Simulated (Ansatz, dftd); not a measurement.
System: H₄BSiO, charge 0, doublet. H4BSiO (SMILES O([SiH2])B, doublet).
B3LYP-D3(BJ)/def2-TZVP minimum from Ansatz (an electronic-structure program):
```xyz
7

B     -0.2927     0.3202     1.6888
H     -1.0352     0.9455     2.3837
H      0.5782    -0.3660     2.1450
O     -0.4585     0.4004     0.3486
Si     0.3661    -0.2407    -0.9465
H     -0.6431    -0.5528    -1.9888
H      1.1070    -1.4605    -0.5215
```
Charge 0, spin multiplicity 2.

Wanted: atomisation energy (electronic, to ground-state atoms), in kcal/mol. Radicals and triplets start from unrestricted determinants; spin-orbit coupling is neglected. Cores are frozen in correlated methods. Rows without X2C or -DK are non-relativistic. CBS(X,Y): correlation extrapolated as X^-3, Hartree-Fock from the larger set. A bracket is a step between two methods taken in the basis named. The functionals are non-relativistic, so their misses hold any scalar relativity. 'core' is core correlation in cc-pwCVTZ (1s frozen past Ne), 'X2C' scalar relativity in cc-pVTZ-DK, both at CCSD(T). Where a partner has so few electrons that a lower coupled-cluster level is exact, that level stands in.

| level | program | atomisation energy (kcal/mol) | difference against the last row |
|---|---|---|---|
| HF/cc-pV(Q+d)Z | Ansatz | 439.1 | -127.9 |
| r2SCAN-D4/def2-TZVPD | Ansatz + dftd4 | 571.1 | 4.1 |
| CAM-B3LYP-D3(BJ)/def2-TZVPD | Ansatz + dftd3 | 572.7 | 5.7 |
| CCSD(T)/CBS(cc-pV(T+d)Z,cc-pV(Q+d)Z) | Ansatz | 566.4 | -0.6 |
| CCSDT(Q)/cc-pV(D+d)Z | Ansatz | 518.4 | -48.6 |
| CCSD(T)/CBS(cc-pV(T+d)Z,cc-pV(Q+d)Z) + [CCSDT(Q) - CCSD(T)]/cc-pV(D+d)Z + core + X2C | Ansatz | 567.0 | 0.0 |
